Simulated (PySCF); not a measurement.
CH8Si2, charge +1, doublet, geometry from GFN2-xTB (a state made from the parent by changing its charge; the spin is typed, not shown lowest). Base run: DF-R2SCAN/STO-3G (PySCF).

Input for PySCF:
```python
from pyscf import gto, scf, dft

mol = gto.M(
    atom='''
Si    1.45200079    0.71313090    0.00270046
C     0.27522516   -0.85140181   -0.15436923
Si   -1.59083831   -0.28364068    0.07517120
H     2.64889478   -0.13128355   -0.21992103
H     1.16408409    1.65523852   -1.06947553
H     1.34545205    1.27682876    1.34095165
H     0.53591313   -1.59239911    0.59940417
H     0.40596155   -1.32126551   -1.12768606
H    -1.96221965    0.63112564   -0.99501694
H    -1.78085169    0.25271588    1.41541025
H    -2.06485999   -1.67541277   -0.10765440
''',
    basis='sto-3g',
    charge=1,
    spin=1,
    verbose=4,
)

mf = dft.UKS(mol)
mf.xc = 'r2scan'
mf = mf.density_fit(auxbasis='def2-universal-jkfit')
mf.kernel()
mf.analyze()
```

Each row names what was changed in the base input (with any setting that the change needs).

```
change                 basis functions      E (Eh)  HOMO (eV)  core-seconds (rough)
---------------------  ---------------  ----------  ---------  --------------------
base                                31  -614.35352     -12.36                     8
basis = LANL2DZ                     41   -50.24914     -13.68                     8
basis = pcseg-0                     51  -620.58906     -13.85                    10
basis = 3-21G                       51  -618.09614     -13.61                     9
basis = 6-31+G*                     78  -621.40561     -13.57                    20
basis = pc-1                        90  -621.42962     -13.61                    20
basis = cc-pVDZ                     90  -621.43818     -13.52                    20
basis = def2-SVPD                  132  -621.23884     -13.56                    20
basis = 6-311++G**                 138  -621.47041     -13.55                    30
basis = 6-311+G(2d,p)              145  -621.47732     -13.56                    30
basis = aug-pcseg-1                149  -621.41254     -13.56                    30
basis = pcseg-2                    210  -621.49324     -13.56                    50
basis = def2-TZVPP                 227  -621.48466     -13.56                    60
```

Totals compare only among sets that treat the same electrons; sets with core potentials leave the core out.

Open shells are given as the SCF converged; they aren't shown to be the lowest states, and a large step between rows can be another state.
